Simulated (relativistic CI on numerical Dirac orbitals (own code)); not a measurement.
## How well does a small relativistic CI reproduce Lu IV?

Computed by Dirac-Coulomb-Breit CI, separate exchange-only KLI orbitals for each configuration, model QED (radiative potential, 1s self-energy scaled to tabulated hydrogen-like ionisation energies), valence Slater integrals scaled by 0.85, configuration energies shifted to the measured levels that pair with them (semi-empirical) (own radial code, finite nucleus).

CI space (outside the closed core [Kr] 4d10 5s2): 4f14 5p6, 4f13 5p6 5d, 4f13 5p6 6s, 4f13 5p6 6p, 4f13 5p6 6d, 4f13 5p6 7s, 4f12 5p6 5d2, 4f14 5p5 5d, 4f13 5p6 5f, 4f14 5p4 5d2, 4f14 5p5 5f, 4f12 5p6 5d 6s, 4f12 5p6 5f2, 4f13 5p6 7p, 4f14 5p5 5g, 4f13 5p5 5d2, 4f13 5p6 5g, 4f14 5p5 6s, 4f12 5p6 5d 5f, 4f12 5p6 6s2, 4f13 5p6 7d, 4f13 5p6 6f, 4f12 5p6 5d 6p, 4f12 5p6 5g2, 4f12 5p6 5d 5g, 4f13 5p6 7f, 4f14 5p5 6p, 4f12 5p6 6s 6p, 4f13 5p5 5d 5f, 4f13 5p5 5f 6s. Levels of other configurations are missing.

| Configuration | Term (tabulated) | J | Measured (cm⁻¹) | Computed | Error | Purity (%) |
| --- | --- | --- | --- | --- | --- | --- |
| 4f14 5p6 | 1S | 0 | 0.0 | 0 | 0 | 96 |
| 4f13 5p6 5d | (7/2,3/2)° | 2 | 90432.9 | 91047 | 614 | 89 |
| 4f13 5p6 5d | (7/2,3/2)° | 5 | 94768.1 | 95342 | 574 | 56 |
| 4f13 5p6 5d | (7/2,3/2)° | 3 | 97333.6 | 97936 | 603 | 61 |
| 4f13 5p6 5d | (7/2,5/2)° | 6 | 98239.3 | 97984 | -255 | 100 |
| 4f13 5p6 5d | (7/2,5/2)° | 2 | 99660.0 | 99865 | 205 | 54 |
| 4f13 5p6 5d | (7/2,5/2)° | 3 | 103070.4 | 103070 | 0 | 39 |
| 4f13 5p6 5d | (7/2,5/2)° | 5 | 103798.7 | 103744 | -55 | 81 |
| 4f13 5p6 5d | (5/2,5/2)° | 0 | 105148.7 | 105028 | -120 | 99 |
| 4f13 5p6 5d | (5/2,3/2)° | 2 | 107986.6 | 108702 | 715 | 42 |
| 4f13 5p6 5d | (5/2,5/2)° | 5 | 111377.8 | 111007 | -370 | 42 |
| 4f13 5p6 5d | (5/2,3/2)° | 3 | 111812.3 | 112446 | 634 | 56 |
| 4f13 5p6 5d | (5/2,5/2)° | 2 | 112632.5 | 112390 | -242 | 52 |
| 4f13 5p6 5d | (5/2,5/2)° | 3 | 114632.8 | 114579 | -53 | 40 |
| 4f13 5p6 6s | (7/2,1/2)° | 4 | 116798.2 | 116863 | 65 | 99 |
| 4f13 5p6 6s | (7/2,1/2)° | 3 | 117312.0 | 117355 | 43 | 53 |
| 4f13 5p6 6s | (5/2,1/2)° | 2 | 128573.3 | 128514 | -59 | 100 |
| 4f13 5p6 6s | (5/2,1/2)° | 3 | 128929.0 | 128886 | -43 | 53 |
| 4f13 5p6 6p | (7/2,1/2) | 3 | 164302.3 | 164916 | 613 | 68 |
| 4f13 5p6 6p | (7/2,1/2) | 4 | 164728.5 | 165352 | 623 | 45 |
| 4f13 5p6 6p | (7/2,3/2) | 5 | 173213.6 | 173244 | 30 | 99 |
| 4f13 5p6 6p | (7/2,3/2) | 2 | 173414.4 | 173354 | -60 | 49 |
| 4f13 5p6 6p | (7/2,3/2) | 3 | 174143.2 | 174180 | 37 | 38 |
| 4f13 5p6 6p | (7/2,3/2) | 4 | 174889.9 | 174860 | -30 | 76 |
| 4f13 5p6 6p | (5/2,1/2) | 3 | 176355.6 | 176856 | 501 | 73 |
| 4f13 5p6 6p | (5/2,1/2) | 2 | 176841.6 | 177228 | 386 | 46 |
| 4f13 5p6 6p | (5/2,3/2) | 1 | 184205.5 | 184058 | -148 | 99 |
| 4f13 5p6 6p | (5/2,3/2) | 4 | 185359.8 | 185211 | -148 | 52 |
| 4f13 5p6 6p | (5/2,3/2) | 2 | 185987.0 | 185823 | -164 | 64 |
| 4f13 5p6 6p | (5/2,3/2) | 3 | 186539.6 | 186403 | -137 | 53 |
| 4f13 5p6 6d | (7/2,3/2)° | 5 | 236667.1 | 236701 | 33 | 50 |
| 4f13 5p6 7s | (7/2,1/2)° | 3 | 237106.7 | 237240 | 134 | 39 |
| 4f13 5p6 6d | (7/2,5/2)° | 6 | 237663.7 | 237692 | 28 | 100 |
| 4f13 5p6 6d | (7/2,5/2)° | 5 | 238907.7 | 238880 | -28 | 89 |
| 4f13 5p6 7s | (5/2,1/2)° | 3 | 248965.9 | 248832 | -133 | 56 |
| 4f13 5p6 6d | (5/2,5/2)° | 5 | 249719.0 | 249573 | -146 | 49 |

Measured levels from Martin, Zalubas and Hagan, Atomic Energy Levels: The Rare-Earth Elements, NSRDS-NBS 60 (1978); pairs were made by configuration, J and term (by order where the table uses no LS term), so strongly mixed levels may be paired wrongly.

Mean error by configuration (cm⁻¹): 4f13 5p6 5d 173; 4f13 5p6 6s 1; 4f13 5p6 6p 125; 4f13 5p6 6d -28; 4f13 5p6 7s 0. Over the excited levels the mean absolute error is 230 cm⁻¹ (35 of the 47 excited levels that our extract of the source holds in range could be paired, and the others can miss by more), and the median relative error of those above 1,000 cm⁻¹ is 0.073 %, both after the shifts were fitted to these levels, so that a configuration with one level shows no error.

Configurations whose levels could be paired with our table of measured levels were shifted onto them, all but the ground configuration, by the median error of their levels; single terms can still be off by 1,000 to 2,000 cm⁻¹ or more, and rates follow the energies as ν³ (E1, M1) or ν⁵ (E2). The others borrow a shift and can be off by several thousand cm⁻¹ or more. The fine structure of a lone outer electron comes out too small, for d and f at times inverted, and misplaced configurations move strength between like terms. 35 of the 47 excited levels that our extract of the measured tables holds in this range could be paired (the sources list more); they are missed by 230 cm⁻¹ on average and 715 at most, after the shifts were fitted to these levels, and levels without a partner can miss by more.

Shifts applied (cm⁻¹): 4f14 5p6 0; 4f13 5p6 5d 1712; 4f13 5p6 6s -3544; 4f13 5p6 6p -1268; 4f13 5p6 6d 1122; 4f13 5p6 7s 38.
